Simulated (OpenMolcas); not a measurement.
Ni2+.

```
Program             : OpenMolcas 26.06
Basis               : ANO-RCC-VDZP [5s4p2d1f]
Scalar Hamiltonian  : DKH2, point nucleus
Active space        : 8 electrons in 6 orbitals (3d 4s)
State averaging     : 2S+1 = 3 even, 55 roots; 2S+1 = 5 even, 10 roots kept (CI in the orbitals of an earlier block); 2S+1 = 1 even, 50 roots kept (CI in the orbitals of an earlier block)
Spin-orbit coupling : state interaction with AMFI integrals over the reference wave functions, term energies averaged over their components
```

Two sets of levels on these reference wave functions, in cm⁻¹ above 3d⁸ ³F₄: one from CASSCF and one from MS-CASPT2, IPEA 0.25 Eh, imaginary shift 0.1 Eh (closed shells correlated: 3s 3p).

| Level | Set 1 | Set 2 |
| --- | --- | --- |
| 3d⁸ ³F₄ | 0.0 | 0.0 |
| 3d⁸ ³F₃ | 1524 | 1520 |
| 3d⁸ ³F₂ | 2530 | 2560 |
| 3d⁸ ¹D₂ | 13420 | 17860 |
| 3d⁸ ³P₂ | 17460 | 21650 |
| 3d⁸ ³P₁ | 17900 | 22060 |
| 3d⁸ ³P₀ | 18170 | 22360 |
| 3d⁸ ¹G₄ | 23870 | 27720 |
| 3d⁷ 4s ⁵F₅ | 57730 | 34760 |
| 3d⁷ 4s ⁵F₄ | 58670 | 35710 |
| 3d⁷ 4s ⁵F₃ | 59420 | 36460 |
| 3d⁷ 4s ⁵F₂ | 59970 | 37010 |
| 3d⁷ 4s ⁵F₁ | 60330 | 37370 |
| 3d⁷ 4s ³F₄(1) | 64350 | 42930 |
| 3d⁷ 4s ³F₃(1) | 65620 | 44200 |
| 3d⁷ 4s ³F₂(1) | 66500 | 45090 |

Question: Which set is which?

Answer: Set 1 is MS-CASPT2. Its levels of the other terms of 3d⁸ lie at 0.75 to 0.86 of the other set's values, as expected, since terms of lower spin or lower L gain more correlation energy than the Hund ground term. Against 12 measured levels (Corliss and Sugar, J. Phys. Chem. Ref. Data 10, 197 (1981)) the mean absolute deviation is 2000 cm-1 with it and 9900 cm-1 without; single levels miss by up to 4000 cm-1 with it.

CASPT2 breaks the degeneracy within a term, and the mean is taken; among the terms shown or strongly mixed into the levels shown the widest spread is 3100 cm-1 (3d⁸ ¹G, MS-CASPT2). Some levels mix across a computed gap that differs much from the measured one, so their mixing is not that of the real levels. Terms from blocks run as CI alone lack orbitals of their own. A single d shell beside an s shell can misplace configurations of different d count against each other. Without dynamic correlation excited terms often stand tens of per cent too high (terms of higher spin than the ground term too low), and those without a measured partner can miss by more than the paired ones (holds for CASSCF). Measured partners are found by configuration, term and J. A level has none where our copy of the source lacks it or the pairing is in doubt (some pairs that miss far off the trend of their configuration count as doubtful), and it then counts in no deviation. Levels of configurations outside the active space are missing. Levels that lie high or do not pair safely by name in every column are left out.

A number in round brackets counts repeated terms of one configuration in the order of the reference energies.
